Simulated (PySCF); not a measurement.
Molecule: C₄H₇NSSi, SMILES N[SiH2]c1cccs1. Atoms near the plane z = 0.8 Å, at the GFN2-xTB optimised geometry (x, y, z in Å): N1 (-0.6, -2.6, 0.3), Si2 (-1.6, -1.2, 0.0), C3 (-0.4, 0.2, 0.0), C4 (1.0, 0.2, 0.0), C5 (1.6, 1.5, 0.0), C6 (0.6, 2.5, 0.0), S7 (-1.0, 1.8, 0.0), H8 (-1.0, -3.5, 0.2), H9 (0.0, -2.6, 1.1), H10 (-2.6, -0.9, 0.9), H12 (1.6, -0.7, 0.0), H13 (2.6, 1.7, 0.0), H14 (0.8, 3.5, 0.0).

Level of theory: PBE/def2-TZVP run with PySCF. The values are rescaled to run from 0 to 1.

```
|%%%%%%%%%%%%%%%%%%%%%%%%%%%|
|%%%%%%%%%%%%%%%%%%%%%%%%%%%|
|%%%%%%%%%%%%%%%%%%%%%%%%%%%|
|%%%%%%%%%%%%%%%%%%%%%%%%%%%|
|%%%%%%%%%%%%%%%%%%%%%%%%%%%|
|%%%%%%%%%%%%%%%%%%%%%%%%%%%|
|%%%%%%%%%%%%%%%%%%%%%%%%%%%|
|%%%%%%%%%%%%%%%%%%%%%%%%%%%|
|%%%%%%%%%%%%%%%%%%%%%%%%%%%|
|%%%%%%%%%%##%%%%%%%%%%%%%%%|
|%%%%%%%%%%%%%%%%%%%%%%%%%%%|
|%%%%%%%%%%%%%%%%%%%%%%%%%%%|
|%%%%%%%%%%%%%%%%%%%%%%%%%%%|
|%%%%%%%%%%%%%%%%%%%%%%%%%%%|
|%%%%%%%%%%%%%%%%%%%%%%%%%%%|
|%%%%%%% +#%%%%%%%%%%%%%%%%%|
|%%%%%%%%#%%%%%%%%%%%%%%%%%%|
|%%%%%%%%%%%%@%%%%%%%%%%%%%%|
|%%%%%%%%%%%@%%%%%%%%%%%%%%%|
|%%%%%%%%%%@@+=%%%%%%%%%%%%%|
|%%%%%%%%%%%@@@%%%%%%%%%%%%%|
|%%%%%%%%%%%%%%%%%%%%%%%%%%%|
|%%%%%%%%%%%%%%%%%%%%%%%%%%%|
|%%%%%%%%%%%%%%%%%%%%%%%%%%%|
|%%%%%%%%%%%%%%%%%%%%%%%%%%%|
|%%%%%%%%%%%%%%%%%%%%%%%%%%%|
|%%%%%%%%%%%%%%%%%%%%%%%%%%%|
```
Scale: ten equal steps from 0.000 (start of ' ') to 1.00 (end of '@'), in the order ' .:-=+*#%@'; x runs from -6.00 to 6.00, y from -6.00 (bottom) to 6.00 (top).

Problem. Which quantity is mapped?
A. Laplacian of the electron density
B. electrostatic potential
C. electron localisation function
D. log10 of the electron density

Solution. A, Laplacian of the electron density. In full: Laplacian of the electron density (e/bohr⁵), clipped to [-1.50, 1.50].
